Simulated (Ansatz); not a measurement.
Single points on MoO2(OH)2 (MoO4H2).

```yaml
crystal:
  periodic: [false, false, false]
  atoms:
    - {symbol: Mo, position_ang: [0.286251, 0.071994, 0.221820]}
    - {symbol: O, position_ang: [0.178428, 0.616928, 1.800347]}
    - {symbol: O, position_ang: [1.899845, -0.093942, -0.189413]}
    - {symbol: O, position_ang: [-0.504088, 1.305186, -0.931630]}
    - {symbol: H, position_ang: [-1.063538, 2.046622, -0.672070]}
    - {symbol: O, position_ang: [-0.574946, -1.576678, 0.095169]}
    - {symbol: H, position_ang: [-0.221941, -2.370101, -0.324233]}
basis:
  gaussian: {orbitals: def2-TZVPD, initial_orbitals: start.molden}
hamiltonian: {xc: pbe0, dispersion: d4}
scf: {omitted_lower_state_checks: [starts]}
output: {orbitals: {seedname: orbitals}}
```

The file start.molden holds the orbitals of an earlier run on this structure, at another level or in another basis.

```sh
$ ansatz run in.yaml --threads 4 --pin off --events-out ev --progress --plain --max-ram 3916MiB
```

Shortened log:

```
Functional definition: PBE0
1216 factors; their error is unknown
mean field evaluation 1: about -10075.7339 eV, gradient 6.2e0 eV
mean field evaluation 2: about -10075.8632 eV, gradient 1.4e-1 eV
mean field evaluation 4: about -10075.9592 eV, gradient 3.5e-4 eV
mean field -10075.95917699 eV, -370.2846700239 hartree, gradient 1.8e-5 eV, S^2 0.000000; 0 other end points of the search recorded, 0 dependent functions left out
reference -10075.95922962 eV, -370.2846719579 hartree; 24, 24 occupied and 194, 194 virtual orbitals, 1216 factors
Total energy: -10076.09716068 eV, -370.2897408311 hartree
Checks for a lower state left out: starts
```

It took 2.7 s on 4 threads of Arm Neoverse V2 on a shared host.

First input, but with `gaussian: {orbitals: def2-TZVP, initial_orbitals: start.molden}`, `hamiltonian: {xc: hf}` (abridged; 1.4 s):

```
Functional definition: HF
mean field -10023.50724208 eV, -368.3570969692 hartree, gradient 2.2e-5 eV, S^2 0.000000
Total energy: -10023.50724208 eV, -368.3570969692 hartree
Checks for a lower state left out: starts
```

As the first input, with `gaussian: {orbitals: def2-TZVP, initial_orbitals: start.molden}`, `hamiltonian: {xc: {name: r2SCANh}, dispersion: d4}` (abridged; 3.5 s):

```
Functional definition: r2SCANh
mean field -10081.17148721 eV, -370.4762188915 hartree, gradient 2.2e-5 eV, S^2 0.000000
Total energy: -10081.21215025 eV, -370.4777132306 hartree
Checks for a lower state left out: starts
```

First input, but with `gaussian: {orbitals: def2-TZVP, initial_orbitals: start.molden}`, `hamiltonian: {xc: {name: CAM-B3LYP}, dispersion: d4}` (abridged; 2.3 s):

```
Functional definition: CAM-B3LYP
mean field -10080.97191748 eV, -370.4688848391 hartree, gradient 1.5e-5 eV, S^2 0.000000
Total energy: -10081.11233106 eV, -370.4740449430 hartree
Checks for a lower state left out: starts
```

Geometry: PBE0-D4/def2-SVP.

In the def2 sets Mo takes a core potential; there is no spin–orbit coupling.
